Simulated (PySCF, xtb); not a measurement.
B(F)(GeH3)(OMe) (CH₆BFGeO), SMILES CO[B](F)[GeH3].

GFN2-xTB in xtb at its own geometry gives an orbital gap of 4.88 eV and a dipole moment of 2.99 D.

The structure is a stationary point at TPSSh-D3(BJ)/def2-SVP. The structure was generated by enumeration, and PubChem lists no compound with its InChIKey, so it may never have been made. One conformer was computed; it need not be the lowest.

Q: What does PBE/def2-TZVP (PySCF) give? (An estimate is asked for; the answer gives what the named calculation found.)

A: gap 5.63 eV (levels -7.02 and -1.38 eV), dipole 2.26 D.
